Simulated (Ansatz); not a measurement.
A made-up structure of CH₃AlSe, closed shell:

```
6
angstrom
C -0.2431 -0.0719 -0.7721
Al 0.2460 0.4236 1.0124
Se 0.4742 -1.6900 0.3000
H 1.1566 -2.9716 0.7147
H 0.3962 0.1138 -1.6311
H 0.3984 1.4793 2.1624
```

It is relaxed with PBE-D4/def2-SVP and then PBE0-D4/def2-TZVP (Ansatz 0.2.0). Atoms count as bonded within 1.22 times the sum of their covalent radii (H–H: 0.88 Å). The end point is not checked to be a true minimum.

(1) Does its bonding change? (Judge from chemistry; the calculation decides.)

Results:

(1) By the calculation: No: no bond forms or breaks.

Where it ends: The first stage lowers the energy by 2.40 eV in 13 steps. It ends as CH₃AlSe ([CH]1[AlH][SeH]1):
```json
{"atom": "C1", "x (Å)": "0.2564", "y (Å)": "-0.1473", "z (Å)": "-0.6373"}
{"atom": "Al2", "x (Å)": "0.3025", "y (Å)": "0.5379", "z (Å)": "0.9972"}
{"atom": "Se3", "x (Å)": "-0.0570", "y (Å)": "-1.8116", "z (Å)": "0.3402"}
{"atom": "H4", "x (Å)": "1.2979", "y (Å)": "-2.4438", "z (Å)": "0.4724"}
{"atom": "H5", "x (Å)": "0.2624", "y (Å)": "-0.2132", "z (Å)": "-1.7133"}
{"atom": "H6", "x (Å)": "0.3661", "y (Å)": "1.3612", "z (Å)": "2.3268"}
```

Labels in which every atom is bracketed show which atoms are joined, not bond orders.

For scale, one of the runs: PBE0-D4/def2-TZVP relaxation, 134 basis functions, launched by `ansatz run in.yaml --threads 2 --pin off --events-out ev --progress --plain --max-ram 4352MiB`. The run took about 26 s on 2 CPU threads of an Arm Neoverse V1 (shared host).
